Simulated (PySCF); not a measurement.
Br₄Ti, singlet, at a GFN2-xTB geometry (such geometries of metal compounds can be far from the true shape), with bond 4-1 at 1.6 times its length. Base run: DF-HF/def2-SVP in PySCF.

Input for PySCF:
```python
from pyscf import gto, scf

mol = gto.M(
    atom='''
Ti    0.00000000   -0.00000000   -0.00000000
Br    1.83794983   -0.53139887   -1.35186813
Br    0.72230671    0.33639849    2.20297545
Br   -1.62476555    3.12846296   -1.27362296
Br   -1.54477807   -1.76028897   -0.05509298
''',
    basis='def2-svp',
    verbose=4,
)

mf = scf.RHF(mol)
mf = mf.density_fit(auxbasis='def2-universal-jkfit')
mf.kernel()
```

The base run was repeated with changes; each row names its change, and settings that it needs were set with it.

```
change                                                                            ΔE vs base (mEh)  SCF cycles                outcome
--------------------------------------------------------------------------------  ----------------  ----------  ---------------------
base                                                                                         0.000          16              converged
init_guess = sap                                                                             0.000          21              converged
conv_tol_grad = 1e-3                                                                         0.000          16              converged
solver = newton                                                                              0.000           -              converged
init_guess = huckel                                                                          0.000          20              converged
diis = off; damp = 0.6 (with mf.diis_start_cycle = 200; with mf.max_cycle = 150)             0.000          60              converged
solver = newton; init_guess = 1e                                                                 -           -  cut at the time limit
diis = off (with mf.max_cycle = 100)                                                             -         100          not converged
DIIS = EDIIS                                                                                     -          50          not converged
diis_space = 20                                                                              0.000          15              converged
init_guess = mod_huckel                                                                      0.000          21              converged
DIIS = ADIIS                                                                                 0.000          27              converged
level_shift = 0.5 (with mf.max_cycle = 100)                                                  0.000          28              converged
```
